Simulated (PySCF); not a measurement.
CuOCl₂ (quartet). All numbers come from UPBE0/[Cu def2-TZVP, O def2-TZVP, Cl def2-TZVP], no relativity, density fitting, PySCF.

Harmonic bands of its minimum:

| ω (cm⁻¹) | IR (km/mol) |
| --- | --- |
| 50 | 4.8 |
| 109 | 8.2 |
| 221 | 5.1 |
| 291 | 9.7 |
| 392 | 9.9 |
| 495 | 47.8 |

Question: The central atom is Cu. Infer the point group and assign the bands.

Answer: Cs. The modes span 5a' + a'': 50 a', 109 a'', 221 a', 291 a', 392 a', 495 a'. The computed geometry has Cu–Cl 2.074 Å, Cu–Cl 2.213 Å, Cu–O 1.872 Å; Cl–Cu–Cl 158.5°, Cl–Cu–O 68.5°, Cl–Cu–O 133.0°.

Other isomers or separated fragments may lie lower. Open d and f shells are described by one determinant, and the ground state may have another occupation or spin.
